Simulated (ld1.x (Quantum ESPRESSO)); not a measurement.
## Plane-wave convergence, PAW potential for silicon

- Element: silicon (Si)
- Generator: ld1.x (Quantum ESPRESSO) 7.5
- Type: PAW
- Functional: PBEsol
- Relativity: scalar-relativistic
- Frozen core: [Ne]
- Valence charge: 4
- Reference configuration: 3s2 3p2
- Partial waves: 3s (bound): rcut 1.35, rcutus 1.65 bohr; 3s channel at -0.45 Ry: rcut 1.35, rcutus 1.65 bohr; 3p (bound): rcut 1.75, rcutus 2.05 bohr; 3p channel at 0.05 Ry: rcut 1.75, rcutus 2.05 bohr; 3d channel at 0.45 Ry: rcut 1.40, rcutus 1.80 bohr; 3d channel at 0.9 Ry: rcut 1.40, rcutus 1.80 bohr
- Local potential: all-electron potential smoothed inside 1.55 bohr (lloc = -2)
- Core correction: a·sin(br)/r model core, default radius (ld1.x builds one for every PAW set, though the input has nlcc=.false.)
- Augmentation charge: PSQ, radius 1.50 bohr

The pseudo-atom Hamiltonian at the reference potential is diagonalised in spherical Bessel functions j_l(qr) that vanish at 20 bohr, with q² up to the cutoff. All-electron valence levels (Ry): 3s -0.7915, 3p -0.2982.

**Question.** How do the lowest levels (Ry) of each channel move with the cutoff, and are there ghosts?

**Answer.**

| cutoff (Ry) | s #1 | p #1 | d #1 | f #1 | Σ f·Δε (mRy) |
| --- | --- | --- | --- | --- | --- |
| 8 | -0.7816 | -0.2951 | 0.0571 | 0.1099 | 26.2 |
| 10 | -0.7873 | -0.2969 | 0.0570 | 0.1099 | 11.0 |
| 12 | -0.7902 | -0.2976 | 0.0569 | 0.1099 | 3.9 |
| 15 | -0.7911 | -0.2980 | 0.0568 | 0.1099 | 1.1 |
| 18 | -0.7913 | -0.2982 | 0.0567 | 0.1099 | 0.6 |
| 21 | -0.7913 | -0.2982 | 0.0567 | 0.1099 | 0.4 |
| 25 | -0.7914 | -0.2982 | 0.0567 | 0.1099 | 0.3 |
| 400 | -0.7915 | -0.2982 | 0.0567 | 0.1099 | 0.0 |

Result: no extra level below or beside the all-electron valence levels (s, p, d, f tested); 10 mRy is reached at 12 Ry and 1 mRy at 18 Ry.
